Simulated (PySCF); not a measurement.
## `CC[C@@H]1C[C@H](F)[S@@]1=O`, C₅H₉FOS

Geometry:
```csv
atom,x (Å),y (Å),z (Å)
C1,2.054,0.464,-0.865
C2,0.725,1.082,-0.442
C3,0.013,0.248,0.600
C4,-0.473,-1.140,0.181
C5,-1.812,-1.066,0.892
F6,-2.868,-1.603,0.233
S7,-1.748,0.835,0.934
O8,-2.262,1.350,-0.325
H9,1.905,-0.528,-1.283
H10,2.725,0.381,-0.012
H11,2.531,1.085,-1.617
H12,0.067,1.186,-1.308
H13,0.897,2.081,-0.036
H14,0.543,0.232,1.552
H15,0.162,-1.978,0.467
H16,-0.646,-1.173,-0.896
H17,-1.820,-1.444,1.916
```

Computed with TDDFT BHandHLYP/def2-SVPD circular dichroism and optical rotation, one conformer, gas phase (PySCF 2.14.0). Geometry: GFN2-xTB.

The molecule is flexible and this is one conformer; a measurement averages over conformers. States above about 8.1 eV (minus the energy of the highest occupied orbital) lie near or above the ionisation threshold and depend on the basis.

**Question.** Draw the ECD and absorption spectra from the lowest 12 states, each a Gaussian of half-width 0.3 eV at 1/e height.

**Answer.** 
```
E (eV)  λ (nm)  Δε (L mol⁻¹ cm⁻¹)  ε (L mol⁻¹ cm⁻¹)
  4.94     251              +0.27               135
  5.09     244              +1.11               556
  5.24     237              +2.84              1400
  5.39     230              +4.63              2150
  5.54     224              +5.18              2070
  5.69     218              +4.52              1310
  5.84     212              +3.28               618
  5.99     207              +1.82               260
  6.14     202              +0.71               236
  6.29     197              +0.21               762
  6.44     192              -0.18              2120
  6.59     188              -0.81              3800
  6.74     184              -0.75              4430
  6.89     180              +0.87              3720
  7.04     176              +2.98              3030
  7.19     172              +3.87              3190
  7.34     169              +2.25              3270
  7.49     166              -1.12              2660
  7.64     162              -1.91              2170
  7.79     159              +2.51              2620
  7.94     156              +9.84              4070
  8.09     153             +15.36              5860
```
Δε uses R in velocity form, ε uses f in length form. Only the states computed contribute, so the short-wavelength end is incomplete.
